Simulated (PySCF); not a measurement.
Input of a response calculation (the driver script's job line, then coordinates in Å):

```
{"job": {"kind": "uv", "xc": "wB97X-D", "basis": "def2-SVPD", "ip": true, "nstates": 15}, "charge": 0, "multiplicity": 1}
Al    -1.543276     0.049156    -0.320598
Cl    -2.350558    -1.891073    -0.402075
Cl    -2.671072     1.783228    -0.626439
S      0.335653     0.139953    -1.727839
Al     1.493863     0.495856     0.285666
Cl     2.135853     2.486343     0.333787
Cl     2.761687    -1.150266     0.616344
S     -0.369552     0.271457     1.700070
H      0.537402    -1.199342    -1.728250
H     -0.205351    -1.062072     1.873744
```

The calculation used TDDFT wB97X-D/def2-SVPD, vertical, gas phase, core orbitals frozen in the response (PySCF 2.14.0, density-fitted response routines). Job line and output are in the format of a driver script around the code.

**Question.** What does the script print for it, SCF cycles aside?

**Answer.** 
```
converged SCF energy = -3122.7217569834

Static polarisability (au): isotropic 135.000, principal 122.138 135.227 147.634

Singlet excitations
state   eV       nm        f      main configurations
  1   7.0768    175.2   0.00053   H-1->L 0.44, H-1->L+1 0.44
  2   7.2889    170.1   0.00000   H->L+1 0.44, H->L 0.38
  3   7.5731    163.7   0.00059   H-4->L+1 0.30, H-4->L 0.18, H-2->L 0.16
  4   7.5795    163.6   0.00005   H->L+1 0.36, H->L 0.34, H-1->L+2 0.09
  5   7.6913    161.2   0.00023   H-1->L+3 0.54, H-7->L+1 0.10, H-3->L+1 0.08
  6   7.8136    158.7   0.16763   H-1->L+1 0.40, H-1->L 0.39
  7   7.8762    157.4   0.00060   H-1->L+2 0.72, H->L 0.08
  8   7.8811    157.3   0.03240   H-3->L 0.29, H-3->L+1 0.23
  9   7.8952    157.0   0.00286   H-2->L+1 0.18, H-4->L 0.16, H-2->L 0.16
 10   7.9740    155.5   0.10483   H-5->L 0.28, H->L+2 0.26, H-5->L+1 0.09
 11   8.0050    154.9   0.00001   H-5->L+1 0.43, H->L+2 0.19, H-8->L+1 0.08
 12   8.0146    154.7   0.00185   H-6->L+1 0.37, H-5->L+2 0.15, H-6->L 0.12
 13   8.0158    154.7   0.14442   H-2->L 0.37, H-4->L+1 0.28, H-2->L+1 0.12
 14   8.0336    154.3   0.00364   H-3->L 0.42, H-3->L+1 0.31
 15   8.1065    152.9   0.31113   H-2->L+1 0.36, H-4->L 0.29, H-4->L+1 0.12

Triplet excitations (Tamm-Dancoff, eV): 6.6806 6.9233 7.1013 7.1836
Vertical ionisation energy (delta-SCF) = 11.2400 eV
```

One conformer (not necessarily the lowest) at the PBE0-D3(BJ)/def2-SVP geometry, without solvent, vibrations or thermal averaging. Note that the optimisation stopped short of convergence; the values belong to its last geometry.

H and L stand for HOMO and LUMO.

The vertical ionisation energy (ΔSCF) is 11.24 eV, 3.13 eV above S15.

Time: 10 min of wall time (grids of density and orbitals included); peak memory 1.4 GiB. Hardware: an Intel Xeon at 2.50 GHz with one thread, no GPU, shared host.

wB97X-D is run here without its empirical dispersion term; that term would change no orbital, density or response property at a fixed geometry.
